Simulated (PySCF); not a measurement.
Isomers of C5H5F4O (doublet state), one GFN2-xTB conformer each. Single-point energies are computed at B3LYP/pcH-1 (PySCF, gas phase, no added dispersion term), electronic only. GFN2-xTB treats the open shell by occupation alone, and not every SCF solution was tested for stability.

```csv
SMILES,GFN2-xTB relative energy (kJ/mol)
C=CO[C@H](F)[CH]C(F)(F)F,109.5
F[C]1COC[C@H]1C(F)(F)F,0.0
[CH2]O/C=C(/CF)C(F)(F)F,69.7
```

Conformers: `[CH2:1]=[CH:2][O:3][C@H:4]([F:5])[CH:6][C:7]([F:8])([F:9])[F:10]` (doublet state) with C1–C2–O3–C4 -163°, C2–O3–C4–F5 -121°, O3–C4–C6–C7 -82°; `[F:1][C:2]1[CH2:3][O:4][CH2:5][C@H:6]1[C:7]([F:8])([F:9])[F:10]` (doublet state) with F1–C2–C3–O4 -157°, C2–C3–O4–C5 26°, C3–O4–C5–C6 -32°, O4–C5–C6–C7 -96°; `[CH2:1][O:2]/[CH:3]=[C:4](/[CH2:5][F:6])[C:7]([F:8])([F:9])[F:10]` (doublet state) with H–C1–O2–C3 180° and 0°, C1–O2–C3–C4 -179°, C3–C4–C5–F6 -1°.

Problem. What does B3LYP/pcH-1 give for the same structures?

Solution. 
```json
{"SMILES": "F[C]1COC[C@H]1C(F)(F)F", "B3LYP/pcH-1 E (Eh)": "-668.09943", "B3LYP/pcH-1 (kJ/mol)": "0.0", "GFN2-xTB (kJ/mol)": "0.0", "point group": "C1"}
{"SMILES": "C=CO[C@H](F)[CH]C(F)(F)F", "B3LYP/pcH-1 E (Eh)": "-668.08127", "B3LYP/pcH-1 (kJ/mol)": "47.7", "GFN2-xTB (kJ/mol)": "109.5", "point group": "C1"}
{"SMILES": "[CH2]O/C=C(/CF)C(F)(F)F", "B3LYP/pcH-1 E (Eh)": "-668.07327", "B3LYP/pcH-1 (kJ/mol)": "68.7", "GFN2-xTB (kJ/mol)": "69.7", "point group": "C1"}
```

Both levels put the same isomer lowest; measured from each level's own lowest isomer, the values differ by up to 61.8 kJ/mol (C=CO[C@H](F)[CH]C(F)(F)F: 109.5 against 47.7).
